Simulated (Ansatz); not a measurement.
Compare A (`C=C1C[SiH]1F`) with its isomer B (`FC1C=C[SiH2]1`).

Isolated molecules relaxed with PBE0-D4/def2-TZVP in Ansatz; ΔE leaves out vibrations. CCSD(T)/CBS adds triple-zeta CCSD(T) − MP2 to the extrapolated MP2 energy (def2 sets, frozen cores). DFT in def2-TZVPP. B3LYP here is the variant with VWN-RPA as its local correlation; programs differ in this.

A:

```xyz
10

C    -0.4038   -1.1591    1.2935
C    -0.1739   -0.2493    0.3644
C     0.7523   -0.1526   -0.8574
Si   -0.3304    1.2985   -0.5339
F     0.2884    2.6539    0.0318
H    -1.1136   -0.9802    2.0950
H     0.1093   -2.1186    1.2969
H     1.8156   -0.0971   -0.6248
H     0.5500   -0.8268   -1.6894
H    -1.4940    1.6313   -1.3760
```

B:

```xyz
10

F     1.806   -0.274    1.236
C     0.949    0.361    0.350
C    -0.446    0.554    0.885
C    -1.302    0.013    0.002
Si    0.087   -0.674   -1.019
H     1.425    1.299    0.048
H    -0.677    1.074    1.815
H    -2.382    0.056    0.045
H     0.319   -2.138   -0.915
H     0.222   -0.270   -2.447
```

(1) Which isomer does CCSD(T)/CBS put lower? Give the gap. (Estimate.)

(2) Give E(B) − E(A) in kJ/mol with PBE0-D4, CCSD/def2-TZVPP, PBE-D4, r2SCAN-D4, B3LYP, B3LYP-D4, CCSD(T)/def2-TZVPP. (Best estimate.)

Largest T1 diagnostic: 0.012.

Results:

(1) Computed: A, by 125.5 kJ/mol.

(2) The calculation gave: PBE0-D4 117.7, CCSD/def2-TZVPP 122.8, PBE-D4 119.4, r2SCAN-D4 130.5, B3LYP 127.3, B3LYP-D4 126.2, CCSD(T)/def2-TZVPP 122.7. None reverses the order clearly.

In def2-TZVPP, CCSD(T) changes the Hartree–Fock value by +6.3 kJ/mol (the triples alone add −0.2 kJ/mol) and MP2 by +15.4 kJ/mol.
